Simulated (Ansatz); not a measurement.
All numbers were calculated with Ansatz.

A structure relaxed at PBE0-D4/def2-TZVP, charge 0, multiplicity 1:

| atom | x (Å) | y (Å) | z (Å) |
| --- | --- | --- | --- |
| C1 | 0.670 | 0.580 | 0.708 |
| Ta2 | -0.527 | -0.521 | -0.678 |
| O3 | -0.910 | 0.644 | -1.865 |
| F4 | 0.555 | -1.848 | -1.431 |
| Cl5 | -2.432 | -1.212 | 0.409 |
| H6 | 0.995 | -0.056 | 1.538 |
| H7 | 1.553 | 0.993 | 0.209 |
| H8 | 0.096 | 1.421 | 1.109 |

Give its formula and SMILES.

CH3ClFOTa, `[CH3][Ta](=[O])([F])[Cl]`.

Summarise the bond lengths by kind.

1 × C–Ta 2.137 Å; 3 × C–H 1.095 Å; 1 × O–Ta 1.707 Å; 1 × F–Ta 1.870 Å; 1 × Cl–Ta 2.300 Å.
